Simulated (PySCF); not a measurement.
C6H9O2P.
SMILES with atom numbers: `[CH:1]#[C:2][CH2:3][P@:4](=[O:5])([OH:6])[CH2:7][CH:8]=[CH2:9]` (hydrogens: H10 on C1; H11, H12 on C3; H13 on O6; H14, H15 on C7; H16 on C8; H17, H18 on C9)

All values: PBE0/pcSseg-1 and B3LYP/def2-SVPD (PySCF, non-relativistic), on one gas-phase PBE0-D3(BJ)/def2-SVP geometry that isn't relaxed in the solvent. The solvent is an IEF-PCM continuum (Bondi radii, 1.10 Å for H, scaled by 1.2). The model holds no explicit solvent molecules, cavitation or dispersion.

Gas phase at PBE0/pcSseg-1: HOMO -7.42 eV, LUMO -0.14 eV, dipole 2.61 D.

Question: What does the continuum do to the energy, the frontier levels and the dipole at PBE0/pcSseg-1 in chloroform and tetrahydrofuran?

Answer: 
```
        solvent      ε  E(solvent) − E(gas) (kcal/mol)  polarisation term (kcal/mol)  distortion of the solute (kcal/mol)  HOMO (eV)  LUMO (eV)  dipole (D)
     chloroform  4.711                           -9.12                         -9.90                                 0.78      -7.39      -0.04        3.25
tetrahydrofuran  7.426                          -10.45                        -11.49                                 1.04      -7.39      -0.03        3.37
```

Polarisation term: ½ Σ q·V over the induced surface charges. Distortion: the rise of the solute's own energy as its density leaves the gas-phase optimum. From chloroform to tetrahydrofuran the lowering changes by a factor 1.15, Onsager's factor (ε − 1)/(2ε + 1) by 1.14 and ε itself by 1.6.

Question: Which radius a makes the point-dipole formula ΔE = −[(ε − 1)/(2ε + 1)]·μ²/a³ give the value in tetrahydrofuran, with the gas-phase dipole?

Answer: μ = 1.027 au and |ΔE| = 0.01665 Eh give a = 1.56 Å; the farthest nucleus lies 4.50 Å from the centroid of the nuclei, so such a sphere wouldn't even hold the nuclei. The formula assumes a rigid point dipole at the centre of a sphere.

Question: Which Hirshfeld charges (PBE0/pcSseg-1) respond most in chloroform (means over atoms taken as equivalent)?

Answer: 
```csv
atoms,environment,gas (e),solvent (e),change
O5,phosphoryl oxygen,-0.401,-0.436,-0.035
H12,methylene hydrogen,+0.065,+0.074,+0.009
H13,hydroxyl hydrogen,+0.184,+0.193,+0.009
H14,methylene hydrogen,+0.051,+0.059,+0.008
C1,terminal alkyne carbon,-0.110,-0.118,-0.008
H10,alkyne hydrogen,+0.099,+0.106,+0.007
C2,alkyne carbon,-0.041,-0.047,-0.006
H11,methylene hydrogen,+0.072,+0.077,+0.005
P4,phosphoryl phosphorus,+0.480,+0.485,+0.005
H18,vinylic hydrogen,+0.045,+0.049,+0.004
C8,alkene CH carbon,-0.038,-0.042,-0.004
H15,methylene hydrogen,+0.052,+0.055,+0.003
```

Question: Which Mayer bond orders change most in chloroform?

Answer: 
```
  bond  length (Å)    gas  solvent  change
 P4–O5       1.486  1.895    1.840  -0.055
 C1–C2       1.211  2.560    2.534  -0.026
 C3–P4       1.831  0.903    0.918  +0.015
 P4–C7       1.819  0.908    0.921  +0.013
 P4–O6       1.632  0.984    0.994  +0.010
O6–H13       0.966  0.925    0.915  -0.010
C3–H12       1.102  0.901    0.893  -0.008
C1–H10       1.074  1.130    1.137  +0.007
```

Question: How do the nuclear quadrupole coupling constants eQVzz/h respond in chloroform?

Answer: 
```csv
nucleus,Q (barn),gas (MHz),solvent (MHz),η gas,η solvent
17O at O5,-0.0256,-5.12,-5.13,0.33,0.31
17O at O6,-0.0256,-9.09,-8.80,0.88,0.92
```

Gas phase at B3LYP/def2-SVPD: HOMO -7.26 eV, LUMO -0.49 eV, dipole 2.81 D.

Question: What does the continuum do to the energy, the frontier levels and the dipole at B3LYP/def2-SVPD in chloroform?

Answer: 
```json
{"solvent": "chloroform", "ε": "4.711", "E(solvent) − E(gas) (kcal/mol)": "-9.06", "polarisation term (kcal/mol)": "-10.01", "distortion of the solute (kcal/mol)": "0.95", "HOMO (eV)": "-7.20", "LUMO (eV)": "-0.35", "dipole (D)": "3.58"}
```

Question: How does the static polarisability (B3LYP/def2-SVPD, frozen core, with the continuum's full static response) change?

Answer: 
| medium | isotropic (au) | principal values (au) | ⟨r²⟩ of the electrons (bohr²) |
| --- | --- | --- | --- |
| gas | 101.8 | 83.3, 93.1, 129.1 | 1565.0 |
| chloroform | 125.3 | 105.2, 115.3, 155.4 | 1564.6 |

The isotropic value in chloroform is 1.23 times the gas-phase one; no cavity-field correction is applied. ⟨r²⟩ is taken about the centre of nuclear charge.

The values belong to the conformer `[CH:1]#[C:2][CH2:3][P@:4](=[O:5])([OH:6])[CH2:7][CH:8]=[CH2:9]`: C2–C3–P4–O5 -70°, C3–P4–C7–C8 -179°, P4–C7–C8–C9 -110°, H–O6–P4–C3 145°.
